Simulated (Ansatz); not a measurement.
Basis-set extrapolation for C₃H₆AlCl (`C/C(Cl)=[CH]\[AlH2]`) (PBE0-D4/def2-TZVP geometry, frozen core, Ansatz 0.2.0). Multiplicity 1, RHF reference.

```
                      def2-TZVPP   def2-QZVPP
                 HF  -818.549329  -818.574397
    MP2 correlation    -0.766909    -0.823740
CCSD(T) correlation    -0.855511      not run
```

Energies in hartree. Use E(X) = E(∞) + A·exp(−7.88·√X) for Hartree–Fock and E(X) = E(∞) + B·X^(−2.97) for correlation, with X = 3 and 4, and add CCSD(T) minus MP2 of the smaller set to the MP2 limit.

Task: What is the CCSD(T) energy at the basis-set limit?

Result: HF limit: -818.574397 + (-0.025068) × 0.13774 = -818.57785. MP2 limit: -0.823740 + (-0.056831) × 0.74074 = -0.86584. Higher-order term: -0.855511 − (-0.766909) = -0.08860. Total: -819.53229 hartree, 80.0 kcal/mol below CCSD(T)/def2-TZVPP.
